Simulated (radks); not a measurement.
Results of a calculation; reference values are marked as such.
Neutral rhenium inside a hard spherical wall (all orbitals vanish at R), configuration held at [Xe] 4f14 5d5 6s2 and not refilled when levels cross. Level of theory: scalar-relativistic Kohn-Sham, PBE, spin-unpolarised, spherical densities, point nucleus (a radial shooting solver on a logarithmic mesh with Libxc functionals). Eigenvalues in eV, with the zero of energy where the potential of the charges vanishes at infinity; a dash marks a level that is unbound or too diffuse for the functional's potential to be trusted. A positive occupied level is held by the wall or, in an anion where self-interaction has pushed it up, behind a barrier. The pressure on the wall is -dE/dV.

R (bohr)  E (hartree)  kinetic (hartree)    e(5p)    e(4f)   e(6s)   e(5d)  e(6p, empty)  e(7s, empty)  pressure (GPa)
free      -16692.2275          18450.256  -47.011  -42.308  -5.943  -5.367        -1.319             -               0
10        -16692.2272          18450.260  -46.989  -42.286  -5.926  -5.347        -1.187         1.641         0.00799
8         -16692.2241          18450.288  -46.834  -42.129  -5.793  -5.206        -0.779         4.057           0.155
6         -16692.1860          18450.538  -45.811  -41.067  -4.833  -4.294         1.120        11.881            3.40
5         -16692.0787          18451.102  -44.040  -39.177  -2.915  -2.696         4.277        22.447            18.1
3.5       -16691.0552          18455.352  -35.831  -29.867   9.719   5.584        22.583        72.230             334
3         -16689.6637          18460.679  -29.312  -22.077  23.696  13.200        41.342        116.73            1100
2         -16674.6858          18514.413   10.898   22.443  135.92  65.344        175.24        392.04           23400
1.5       -16629.8390          18659.744   99.081   96.017  380.94  176.18        444.18        890.92          185000
